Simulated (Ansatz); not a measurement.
Mulliken charges of BH₅O₂SiTe (`OB(O)[Te][SiH3]`) from PBE/def2-TZVPP in Ansatz (PBE0-D4/def2-TZVP geometry).

```csv
atom,x (Å),y (Å),z (Å),charge (e)
O1,0.954,-0.925,1.048,-0.252
B2,0.825,-1.232,-0.266,0.136
O3,1.539,-2.248,-0.803,-0.240
Te4,-0.507,-0.218,-1.688,-0.009
Si5,-1.188,1.598,-0.133,0.077
H6,0.376,-0.218,1.351,0.213
H7,2.091,-2.689,-0.148,0.198
H8,-2.633,1.886,-0.298,-0.030
H9,-0.960,1.148,1.274,-0.061
H10,-0.413,2.847,-0.336,-0.031
```

Question: By hand: the dipole of these point charges (1 e Å = 4.8032 D).

Answer: Σ q r = (0.060, -0.064, 0.097) e Å, of length 0.131 e Å = 0.63 D.

Question: How does the dipole of the full density compare? (Estimate.)

Answer: The calculation gave: (0.027, 0.069, 0.305) e Å, 1.51 D; the point charges give 0.42 times that, at 49° from its direction.

Point charges leave out the atoms' own dipoles, such as those of lone pairs, and Mulliken's split depends on the basis, so the two needn't agree.
